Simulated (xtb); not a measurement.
C$_{5}$H$_{15}$NSi, singlet, at a GFN2-xTB geometry; GFN2-xTB in xtb.

The xtb input:
```
$ xtb mol.xyz --gfn 2 --json

# file mol.xyz
22

C      1.71185036    -1.03445375     1.02410857
N      1.12922745    -0.05576443     0.13877023
C      2.01881467     0.27415239    -0.94792001
Si    -0.58941697     0.11968601    -0.01232646
C     -1.43917511    -1.24895256    -1.05280543
C     -1.32501735     0.09523208     1.74444474
C     -0.92379892     1.80564883    -0.83309989
H      1.04073349    -1.22585586     1.85504434
H      1.91244050    -1.98300966     0.50959618
H      2.66026108    -0.65744338     1.41824843
H      2.23719875    -0.59854696    -1.57674586
H      1.57353050     1.04548775    -1.56779954
H      2.96644594     0.64783987    -0.54877267
H     -1.27541437    -2.23241381    -0.62001725
H     -2.51242855    -1.09851393    -1.12003853
H     -1.05011444    -1.27194755    -2.06740991
H     -0.74986589     0.70976158     2.42908742
H     -1.36597019    -0.90976445     2.15185176
H     -2.34016657     0.47779620     1.73381172
H     -1.96158196     2.09172370    -0.69832661
H     -0.73503580     1.77994433    -1.90145535
H     -0.30882891     2.58992704    -0.40426318
```

**Question.** What does xtb print? Leave out banner, timings and long lists.

**Answer.** 
```
   ID    Z sym.   atoms
    1    6 C      1, 3, 5-7
    2    7 N      2
    3   14 Si     4
    4    1 H      8-22

           -------------------------------------------------
          |                Calculation Setup                |
           -------------------------------------------------

           -------------------------------------------------
          |                 G F N 2 - x T B                 |
           -------------------------------------------------

          ...................................................
          :                      SETUP                      :
          :.................................................:
          :  # basis functions                  49          :
          :  # atomic orbitals                  48          :
          :  # shells                           30          :
          :  # electrons                        44          :
          :  max. iterations                   250          :
          :  Hamiltonian                  GFN2-xTB          :
          :  restarted?                      false          :
          :  GBSA solvation                  false          :
          :  PC potential                    false          :
          :  electronic temp.          300.0000000     K    :
          :  accuracy                    1.0000000          :
          :  -> integral cutoff          0.2500000E+02      :
          :  -> integral neglect         0.1000000E-07      :
          :  -> SCF convergence          0.1000000E-05 Eh   :
          :  -> wf. convergence          0.1000000E-03 e    :
          :  Broyden damping             0.4000000          :
          :  net charge                          0          :
          :  unpaired electrons                  0          :
          ...................................................

 iter      E             dE          RMSdq      gap      omega  full diag
   1    -23.2413451 -0.232413E+02  0.312E+00    6.59       0.0  T
   2    -23.3177154 -0.763703E-01  0.186E+00    5.56       1.0  T
   3    -23.3270174 -0.930199E-02  0.118E+00    6.27       1.0  T
   4    -23.3301484 -0.313105E-02  0.591E-01    5.74       1.0  T
   5    -23.3341860 -0.403759E-02  0.253E-01    5.94       1.0  T
   6    -23.3342659 -0.799188E-04  0.947E-02    5.96       1.0  T
   7    -23.3342816 -0.156393E-04  0.392E-02    6.00       1.0  T
   8    -23.3342878 -0.626470E-05  0.111E-02    5.99       1.9  T
[...]
         :: total energy             -23.004386035617 Eh    ::
[...]
     1   6 C    3.986 --     2 N    1.035     8 H    0.989    10 H    0.978
                             9 H    0.978
     2   7 N    3.291 --     4 Si   1.060     3 C    1.035     1 C    1.035
     3   6 C    3.986 --     2 N    1.035    12 H    0.989    13 H    0.978
                            11 H    0.978
     4  14 Si   3.723 --     2 N    1.060     5 C    0.885     7 C    0.871
                             6 C    0.871
     5   6 C    3.979 --    15 H    0.987    14 H    0.987    16 H    0.987
                             4 Si   0.885
     6   6 C    3.979 --    19 H    0.996    18 H    0.994    17 H    0.990
                             4 Si   0.871
     7   6 C    3.979 --    20 H    0.996    21 H    0.994    22 H    0.990
                             4 Si   0.871
     8   1 H    0.999 --     1 C    0.989
     9   1 H    1.000 --     1 C    0.978
    10   1 H    0.999 --     1 C    0.978
    11   1 H    1.000 --     3 C    0.978
    12   1 H    0.999 --     3 C    0.989
    13   1 H    0.999 --     3 C    0.978
    14   1 H    0.999 --     5 C    0.987
    15   1 H    0.999 --     5 C    0.987
    16   1 H    0.999 --     5 C    0.987
    17   1 H    0.999 --     6 C    0.990
    18   1 H    1.000 --     6 C    0.994
    19   1 H    0.999 --     6 C    0.996
    20   1 H    0.999 --     7 C    0.996
    21   1 H    1.000 --     7 C    0.994
    22   1 H    0.999 --     7 C    0.990
 ---------------------------------------------------------------------------

Topologies differ in total number of bonds
Writing topology from bond orders to xtbtopo.mol

molecular dipole:
                 x           y           z       tot (Debye)
 q only:        0.124      -0.094      -0.043
   full:        0.113      -0.192      -0.110       0.630
molecular quadrupole (traceless):
                xx          xy          yy          xz          yz          zz
 q only:        0.614       0.039      -0.479       0.106      -0.378      -0.135
  q+dip:        0.570      -0.047      -0.199       0.141       0.218      -0.372
   full:        0.757      -0.697      -0.573      -0.401      -0.728      -0.184

           -------------------------------------------------
          | TOTAL ENERGY              -23.004386035617 Eh   |
          | GRADIENT NORM               0.000051153136 Eh/α |
          | HOMO-LUMO GAP               5.986955204653 eV   |
           -------------------------------------------------

normal termination of xtb
```
